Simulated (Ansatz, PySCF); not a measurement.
The pair A = HF (SMILES F) (first 2 atoms), B = H2 (SMILES [H][H]); geometry from B3LYP-D3(BJ)/def2-TZVP.
(charge 0, multiplicity 1):
```xyz
4

F      0.06905     0.09157    -0.12666
H      0.10901     0.08216     0.79901
H      0.56771     0.08013     2.71751
H     -0.17688     0.04173     2.75039
```

Cores are frozen in the correlated methods. CBS(a, b) extrapolates the correlation energy as X⁻³ and adds the Hartree–Fock energy of set b.

Programs: Ansatz (Gaussian orbitals); PySCF for the dispersion terms. Each number belongs to the level named beside it.

The monomers are drawn apart, rigid, along the line of their centres of mass. Counterpoise-corrected interaction energies (kcal/mol):

```tsv
level	R = 3.606 Å	R = 4.395 Å
PBE/def2-TZVPPD	-0.5986	-0.1964
PBE-D3(BJ)/def2-TZVPPD	-0.7209	-0.2485
wB97M-V/def2-TZVPPD	-0.5028	-0.1910
CCSD(T)/CBS(aug-cc-pVTZ, aug-cc-pVQZ)	-0.5362	-0.1917
```

Problem. R is the distance of the centres of mass. Find the local exponent m of E ∝ R⁻ᵐ between the two points.

Solution. 
m = ln(E₁/E₂)/ln(R₂/R₁): PBE/def2-TZVPPD 5.6; PBE-D3(BJ)/def2-TZVPPD 5.4; wB97M-V/def2-TZVPPD 4.9; CCSD(T)/CBS(aug-cc-pVTZ, aug-cc-pVQZ) 5.2. For scale, two fixed dipoles give m = 3, dipole and quadrupole 4, quadrupoles 5, and dispersion or dipole-induced dipole 6 at long range; at these distances several terms mix, and what is left of overlap and damping shifts m, so it need not match one of them.

Ansatz is a first-principles code.
